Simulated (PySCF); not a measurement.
BClFH2N.

```xyz
6

B     -0.0658    -0.4341     0.0000
F     -1.2897    -0.9590     0.0000
Cl     0.0901     1.3378     0.0000
N      1.0592    -1.2547     0.0000
H      2.0035    -0.8928     0.0000
H      0.9856    -2.2652     0.0000
```
Charge 0, spin multiplicity 1.

Geometry optimised at B3LYP-D3(BJ)/def2-SVP. One conformer was computed; it need not be the lowest.

Calculation: PBE0/pcSseg-2 in PySCF. Non-relativistic, no solvent.

**Question.** Give the absolute GIAO shielding of each atom: isotropic value and principal components (ppm). (The exact figures need the calculation; the answer reports its results.)

**Answer.** 
| atom | σ(iso) | σ11 | σ22 | σ33 | span |
|---|---|---|---|---|---|
| B1 | 72.2 | 49.7 | 78.8 | 88.0 | 38.4 |
| F2 | 276.5 | 162.9 | 283.3 | 383.4 | 220.4 |
| Cl3 | 882.9 | 739.9 | 876.6 | 1032.2 | 292.3 |
| N4 | 186.3 | 119.6 | 200.1 | 239.2 | 119.6 |
| H5 | 28.1 | 22.4 | 26.6 | 35.2 | 12.9 |
| H6 | 28.2 | 22.8 | 24.5 | 37.2 | 14.4 |
